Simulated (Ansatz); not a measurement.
Cost and result for the atomization energy of C$_{2}$H$_{3}$BCl$_{3}$N (`CC#[N+][B-](Cl)(Cl)Cl`) (10 atoms, 9 bonds).

Cartesian coordinates in Å:
```
C -0.235 -1.847 0.965
C -0.075 -0.580 0.303
N 0.053 0.423 -0.221
B 0.231 1.814 -0.948
Cl -1.446 2.284 -1.487
Cl 1.373 1.482 -2.329
Cl 0.926 2.925 0.319
H -0.350 -1.685 2.038
H -1.121 -2.351 0.576
H 0.645 -2.466 0.783
```

Charge 0, multiplicity 1. The geometry is a stationary point of PBE0-D4/def2-TZVP. Program: Ansatz. All runs use 4 threads of an Arm Neoverse V1 on a shared host. Times are those of one run each, without the atoms' runs, and a repeat can differ threefold. Electronic energies, without spin–orbit coupling; frozen cores. CCSD(T)/CBS adds CCSD(T) − MP2 in def2-TZVPP to the MP2 limit, and its time is that of the two runs behind it. T1 = 0.011. HSE06 is the plane-wave form, built on full-range PBE exchange.

CCSD(T)/CBS is a level of theory with its own doubt, some kJ/mol a heavy atom from the limit and from the frozen cores, so smaller differences don't rank the functionals.

```
                             level  functions  wall time
            LDA (SPW92)/def2-TZVPP        292      2.1 s
                BLYP-D4/def2-TZVPP        292      3.3 s
              revPBE-D4/def2-TZVPP        292      3.4 s
               HSE06-D4/def2-TZVPP        292        7 s
r2SCAN-D4/def2-TZVPP (with forces)        292        8 s
                 B2PLYP/def2-TZVPP        292      9.5 s
             r2SCANh-D4/def2-TZVPP        292       11 s
                  CCSD(T)/def2-SVP        125       14 s
                 B97M-V/def2-TZVPP        292       16 s
  ωB97M-V/def2-TZVPP (with forces)        292       20 s
                    MP2/def2-QZVPP        528       40 s
                CCSD(T)/def2-TZVPP        292      9 min
                 CCSD(T)/CBS(def2)          –    9.6 min
```

Q: What atomization energy does each give, and how far from CCSD(T)/CBS? (Best estimate.)

A: Computed: 
```csv
level,atomization (kJ/mol),difference from CCSD(T)/CBS,per bond
LDA (SPW92)/def2-TZVPP,4632.7,675.5,75.1
BLYP-D4/def2-TZVPP,3976.1,18.9,2.1
revPBE-D4/def2-TZVPP,4010.9,53.7,6.0
HSE06-D4/def2-TZVPP,4029.5,72.3,8.0
r2SCAN-D4/def2-TZVPP (with forces),4002.6,45.4,5.0
B2PLYP/def2-TZVPP,3928.3,-28.9,-3.2
r2SCANh-D4/def2-TZVPP,3968.5,11.3,1.3
CCSD(T)/def2-SVP,3770.3,-186.9,-20.8
B97M-V/def2-TZVPP,4006.3,49.1,5.5
ωB97M-V/def2-TZVPP (with forces),3999.0,41.8,4.6
MP2/def2-QZVPP,4069.4,112.2,12.5
CCSD(T)/def2-TZVPP,3840.2,-117.0,-13.0
CCSD(T)/CBS(def2),3957.2,0.0,0.0
```

Leaving LDA and LC-ωPBE aside and taking each functional with its dispersion term where it has one, the values, not all of them listed here, spread over 311.0 kJ/mol, from BHLYP-D4 to PBE-D4. LDA lies +536.6 kJ/mol from PBE without D4, its usual overbinding. From PBE to PBE0 (25 % exact exchange), in def2-TZVPP and without D4, the atomization energy moves by −96.7 kJ/mol: exact exchange takes away binding that semilocal exchange gives to molecules. The D4 term adds +50.4 kJ/mol with B3LYP and +26.6 kJ/mol with PBE0; it sums over pairs of atoms, weighted by their polarisabilities, and B3LYP, whose exchange is more repulsive, gets the larger term.

B3LYP here is the variant with VWN-RPA as its local correlation; programs differ in this.
